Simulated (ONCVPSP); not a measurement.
Tc (Z = 43) ONCV: all-electron and pseudo phase curves

ONCVPSP 4.0.1 input, shortened (lines: element, Z, core and valence counts, functional; n l f; lmax; l rc ep ncon nbas qcut; lloc lpopt rc5 dvloc0; l nproj debl; icmod fcfact rcfact), PBEsol, scalar-relativistic:

```
  Tc 43.00    6    4  -116133      upf
    1    0    2.00
    2    0    2.00
    2    1    6.00
    3    0    2.00
    3    1    6.00
    3    2   10.00
    4    0    2.00
    4    1    6.00
    4    2    6.00
    5    0    1.00
    2
    0    1.55    0.00    3    8    8.90
    1    1.80    0.00    4    7    8.50
    2    2.05    0.00    5    9    8.90
    4    3    1.50    1.00
    0    2    0.90
    1    2    3.40
    2    2    2.40
    3    4.00    1.75
```

The phase is arctan(r·R′/R) of the radial function R(r), unwrapped; energies in Ha, scanned from -4 to 5 Ha. A pole is an energy at which the radial function vanishes at the test radius. The pseudo phase is shifted by a multiple of π to meet the all-electron one at the reference energy, and phase errors are pseudo minus all-electron; the curves can meet again beyond the range given. Levels narrower than the energy grid can be missing from the lists of poles.

| channel | radius (bohr) | reference energy (Ha) | poles, all-electron | poles, pseudo | unbroken range about the reference energy with phases within 0.05 rad | phase error 1 Ha above the reference energy (rad) |
| --- | --- | --- | --- | --- | --- | --- |
| s | 1.57 | -0.15 | -1.81 | -1.81 | the whole range | -0.000 |
| p | 1.83 | -1.56 | -1.10 | -1.10 | the whole range | -0.000 |
| d | 2.08 | -0.16 | 0.42 | 0.42 | the whole range | -0.000 |

Phases in the p channel:

```tsv
E (Ha)	all-electron	pseudo
-3.98	1.264	1.264
-3.74	1.242	1.241
-3.50	1.213	1.213
-3.26	1.175	1.175
-3.02	1.122	1.122
-2.78	1.042	1.042
-2.54	0.905	0.905
-2.30	0.625	0.624
-2.06	-0.029	-0.029
-1.82	-0.862	-0.863
-1.58	-1.274	-1.274
-1.34	-1.462	-1.462
-1.10	-1.570	-1.570
-0.86	-1.644	-1.644
-0.62	-1.703	-1.703
-0.38	-1.756	-1.756
-0.14	-1.807	-1.808
0.10	-1.863	-1.863
0.34	-1.927	-1.927
0.58	-2.007	-2.008
0.82	-2.115	-2.115
1.06	-2.268	-2.268
1.30	-2.498	-2.499
1.54	-2.845	-2.846
1.78	-3.287	-3.287
2.02	-3.693	-3.692
2.26	-3.977	-3.977
2.50	-4.162	-4.162
2.74	-4.285	-4.285
2.98	-4.371	-4.372
3.22	-4.435	-4.435
3.46	-4.483	-4.484
3.70	-4.522	-4.523
3.94	-4.553	-4.554
4.18	-4.580	-4.581
4.42	-4.603	-4.604
4.66	-4.622	-4.624
4.90	-4.640	-4.642
```
